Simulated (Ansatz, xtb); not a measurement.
**C3H10AlNSi: 3 structures ranked**

3 gas-phase structures of C3H10AlNSi, from a drawn sample of its isomers (lower ones may exist). Each was relaxed with GFN2-xTB:

A. `C=C(C)[SiH2][NH][AlH2]`, a singlet
B. a singlet given by its coordinates
C. `[AlH2][N]1CCC[SiH2]1`, a singlet

B (Å):

```json
{"atom": "C", "x (Å)": "1.6958", "y (Å)": "-2.0608", "z (Å)": "0.3302"}
{"atom": "C", "x (Å)": "1.1629", "y (Å)": "-0.9836", "z (Å)": "0.9242"}
{"atom": "C", "x (Å)": "2.0145", "y (Å)": "0.0552", "z (Å)": "1.5559"}
{"atom": "Al", "x (Å)": "1.1589", "y (Å)": "-0.8327", "z (Å)": "-1.6995"}
{"atom": "N", "x (Å)": "-0.5129", "y (Å)": "-0.4179", "z (Å)": "-1.0759"}
{"atom": "Si", "x (Å)": "-0.6747", "y (Å)": "-0.5956", "z (Å)": "0.6347"}
{"atom": "H", "x (Å)": "2.7509", "y (Å)": "-2.2985", "z (Å)": "0.4057"}
{"atom": "H", "x (Å)": "1.0626", "y (Å)": "-2.8558", "z (Å)": "-0.0468"}
{"atom": "H", "x (Å)": "1.5959", "y (Å)": "0.3673", "z (Å)": "2.5112"}
{"atom": "H", "x (Å)": "2.0206", "y (Å)": "0.9281", "z (Å)": "0.8969"}
{"atom": "H", "x (Å)": "3.0413", "y (Å)": "-0.2804", "z (Å)": "1.6981"}
{"atom": "H", "x (Å)": "-1.0609", "y (Å)": "0.6322", "z (Å)": "1.3380"}
{"atom": "H", "x (Å)": "-1.5172", "y (Å)": "-1.7175", "z (Å)": "1.0689"}
{"atom": "H", "x (Å)": "-1.3444", "y (Å)": "-0.1247", "z (Å)": "-1.5711"}
{"atom": "H", "x (Å)": "2.2110", "y (Å)": "0.3074", "z (Å)": "-1.7297"}
{"atom": "H", "x (Å)": "1.3390", "y (Å)": "-2.0475", "z (Å)": "-2.6400"}
```

Close contacts (Å): C1–C2 1.34, C1–Al4 2.43, C2–C3 1.48, C2–Si6 1.90, Al4–N5 1.83, Al4–Si6 2.98, N5–Si6 1.73, C1–H7 1.08, C1–H8 1.08, C3–H9 1.09, C3–H10 1.09, C3–H11 1.09, Al4–H15 1.55, Al4–H16 1.55, N5–H14 1.01, Si6–H12 1.47, Si6–H13 1.47.

Task: Estimate their order in r2SCAN-D4/def2-SVP//GFN2-xTB energy at these geometries, lowest first.

Result: Calculated order at r2SCAN-D4/def2-SVP//GFN2-xTB: C (0.0), B (4.0), A (11.1) kcal/mol.

Energies above the lowest of each column, in kcal/mol; the last columns are at r2SCAN-D4/def2-SVP geometries and were run for some of them only (a dash: not run or not comparable):

```tsv
structure	GFN2-xTB	HF/STO-3G	r2SCAN-D4/def2-SVP//GFN2-xTB	r2SCAN-D4/def2-SVP	CCSD(T)/def2-SVP + ΔMP2/def2-TZVPP
C	0.0	0.0	0.0	0.0	0.0
B	13.1	40.8	4.0	9.6	7.4
A	16.7	46.4	11.1	–	–
```

Every level run on C puts it lowest or level with the lowest. Flexible structures stand in one conformer each, not always the lowest. Frequencies (GFN2-xTB) were run for B, C alone. The ΔMP2 step shifts differences by up to 4.0 kcal/mol, which makes them less sure. ΔMP2 is the change of the MP2 energy from the smaller to the larger basis.

Programs: Ansatz 0.2.0, xtb 6.7.1.
